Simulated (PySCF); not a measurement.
## Yb: ionisation energy

Yb [Xe] 4f14 6s2 (1S) → Yb⁺ [Xe] 4f14 6s1 (2S), as a difference of total energies. Computed with PySCF 2.14 in cc-pVTZ-X2C (10s9p7d5f3g1h, 145 functions), with scalar relativity by spin-free X2C-1e. Correlated levels: valence: [Kr] 4d10 frozen; valence and next inner shell: [Ar] 3d10 frozen. The calculations carry no spin-orbit coupling.

| method | ionisation energy (eV) | error (eV) |
| --- | --- | --- |
| UHF | 5.138 | -1.116 |
| LDA | 6.540 | +0.286 |
| PBE | 6.332 | +0.078 |
| PBE0 | 6.157 | -0.097 |
| r2SCAN | 6.110 | -0.144 |
| MP2 (valence) | 6.226 | -0.028 |
| SCS-MP2 (valence) | 6.215 | -0.039 |
| MP2 (valence and next inner shell) | 6.241 | -0.013 |
| SCS-MP2 (valence and next inner shell) | 6.227 | -0.027 |

Reference: 6.254 eV (measured; NIST Atomic Spectra Database, ionization energies).
